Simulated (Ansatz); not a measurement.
Consider the formal exchange of groups at a C–C bond: `CC(=S)CCl` + `NC(=O)[SiH3]` → `NC(=O)[SiH2]CCl` + `CC=S`.

Gas-phase electronic energies from Ansatz, PBE0-D4/def2-TZVP geometries. CBS: MP2 limit from def2 TZ/QZ plus the TZ coupled-cluster correction, frozen cores. DFT in def2-TZVPP. Each species was taken in one conformer, which may not be the lowest.

| level | ΔE (kJ/mol) | difference from CCSD(T)/CBS |
| --- | --- | --- |
| PBE-D4 | -13.7 | 2.7 |
| ωB97X-V | -15.9 | 0.5 |
| B2PLYP | -17.0 | -0.6 |
| PBE0 | -16.7 | -0.3 |
| MP2/def2-TZVPP | -12.3 | 4.1 |
| CCSD/def2-TZVPP | -17.9 | -1.5 |
| HF/def2-QZVPP | -21.4 | -5.0 |
| SCS-MP2/def2-QZVPP | -14.5 | 1.9 |
| HF/CBS(def2) | -21.4 | -5.0 |
| CCSD/CBS(def2) | -18.4 | -2.0 |
| CCSD(T)/CBS | -16.4 | 0 |

Largest T1 diagnostic among the species: 0.016.

In def2-TZVPP, CCSD(T) changes the Hartree–Fock value by +5.2 kJ/mol (the triples alone add +2.0 kJ/mol) and MP2 by +8.8 kJ/mol. The D4 term adds +3.1 kJ/mol with B3LYP and +1.5 kJ/mol with PBE0; it sums over pairs of atoms, weighted by their polarisabilities, and B3LYP, whose exchange is more repulsive, gets the larger term.

B3LYP here is the variant with VWN-RPA as its local correlation; programs differ in this.
